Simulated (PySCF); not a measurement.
# Magnetic susceptibility: `CN[BH2-]C=C`, [C3H9BN]-, charge -1

Molfile (atoms numbered from 1):
```
C3H9BN
     RDKit          3D

 14 13  0  0  0  0  0  0  0  0999 V2000
    2.2158    0.5258    0.7279 C   0  0  0  0  0  0  0  0  0  0  0  0
    1.7102   -0.1999   -0.2580 C   0  0  0  0  0  0  0  0  0  0  0  0
    0.1695   -0.4037   -0.6871 B   0  0  0  0  0  0  0  0  0  0  0  0
   -0.8003    0.3523    0.2701 N   0  0  0  0  0  0  0  0  0  0  0  0
   -2.1869    0.1189    0.0028 C   0  0  0  0  0  0  0  0  0  0  0  0
    1.5796    1.1126    1.3755 H   0  0  0  0  0  0  0  0  0  0  0  0
    3.2829    0.5985    0.9518 H   0  0  0  0  0  0  0  0  0  0  0  0
    2.4366   -0.7523   -0.8657 H   0  0  0  0  0  0  0  0  0  0  0  0
   -0.0676   -1.6285   -0.6817 H   0  0  0  0  0  0  0  0  0  0  0  0
    0.0079    0.0166   -1.8247 H   0  0  0  0  0  0  0  0  0  0  0  0
   -0.6018    0.0652    1.2257 H   0  0  0  0  0  0  0  0  0  0  0  0
   -2.4050    0.4531   -1.0153 H   0  0  0  0  0  0  0  0  0  0  0  0
   -2.8335    0.6887    0.6936 H   0  0  0  0  0  0  0  0  0  0  0  0
   -2.5080   -0.9478    0.0630 H   0  0  0  0  0  0  0  0  0  0  0  0
  1  2  2  0
  2  3  1  0
  3  4  1  0
  4  5  1  0
  1  6  1  0
  1  7  1  0
  2  8  1  0
  3  9  1  0
  3 10  1  0
  4 11  1  0
  5 12  1  0
  5 13  1  0
  5 14  1  0
M  CHG  1   3  -1
M  END
```

The calculation used GIAO B3LYP/aug-pcSseg-1 magnetisability, rotational g tensor and spin-rotation constants, non-relativistic, gas phase in PySCF. Geometry: GFN2-xTB.

For an ion the centre-of-mass motion in the field is neglected.

(1) What are the magnetisability and the molar susceptibility?

(2) Split it along the inertial axes a, b, c into diamagnetic and paramagnetic parts about the centre of mass, with the quadrupole moment.

(3) And the rotational g tensor?

Results:

(1) Isotropic -885 × 10⁻³⁰ J/T², or -53.3 × 10⁻⁶ cm³/mol; principal values -985, -896, -775 × 10⁻³⁰ J/T², anisotropy 182 × 10⁻³⁰ J/T² (root of half the summed squared differences of the principal values). The susceptibility is in cgs units.

(2) 
| axis | χ (10⁻⁶ cm³/mol) | diamagnetic (10⁻⁶ cm³/mol) | paramagnetic (10⁻⁶ cm³/mol) | summed x² of all electrons (Å²) | quadrupole Θ (D Å) |
| --- | --- | --- | --- | --- | --- |
| a | -52.6 | -188.4 | 135.8 | 130.4 | -5.44 |
| b | -48.1 | -609.1 | 560.9 | 31.3 | +1.16 |
| c | -59.2 | -686.1 | 626.9 | 13.1 | +4.28 |

Anisotropies 2χaa − χbb − χcc = +2.3 and 2χbb − χaa − χcc = +15.5 × 10⁻⁶ cm³/mol. Θ is traceless in Buckingham's convention.

(3) 
| axis | rotational constant (GHz) | g | nuclear part | electronic part |
| --- | --- | --- | --- | --- |
| a | 13.8917 | -0.1657 | 0.7209 | -0.8865 |
| b | 2.4742 | -0.0392 | 0.6128 | -0.6520 |
| c | 2.1764 | -0.0250 | 0.6160 | -0.6410 |

Asymmetric top; isotopes 11B, 12C, 1H, 14N; no vibrational averaging.
